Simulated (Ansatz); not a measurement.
Gas-phase electronic energies from Ansatz, PBE0-D4/def2-TZVP geometries. CCSD(T)/CBS is the MP2 limit (def2-TZVPP, def2-QZVPP) plus CCSD(T) − MP2 in def2-TZVPP, frozen cores. Functionals use def2-TZVPP. B3LYP here is the variant with VWN-RPA as its local correlation; programs differ in this. Elements past krypton have def2 core potentials. For I, Zr outer-core shells are correlated without core-valence functions, which leaves a few kJ/mol of doubt a bond. One conformer a species, not always the lowest.

`CC(O)(S)S` + `[CH3][Zr]([OH])([I])[I]` → `C[O][Zr]([CH3])([I])[I]` + `OC(S)S`  (substitution at a C–C bond)

```json
{"level": "ωB97X-V", "ΔE (eV)": "0.54"}
{"level": "r2SCAN", "ΔE (eV)": "0.55"}
{"level": "B3LYP", "ΔE (eV)": "0.41"}
{"level": "HF/CBS(def2)", "ΔE (eV)": "0.40"}
```

**Question.** What does CCSD(T)/CBS give? (An estimate is asked.)

**Answer.** Computed: +0.60 eV. The listed levels differ from it by -0.06, -0.05, -0.19, -0.20 eV.

Largest T1 diagnostic among the species: 0.014.

In def2-TZVPP, CCSD(T) changes the Hartree–Fock value by +0.14 eV (the triples alone add +0.01 eV) and MP2 by +0.21 eV. From PBE to PBE0 (25 % exact exchange), in def2-TZVPP and without D4, ΔE moves by +0.04 eV.
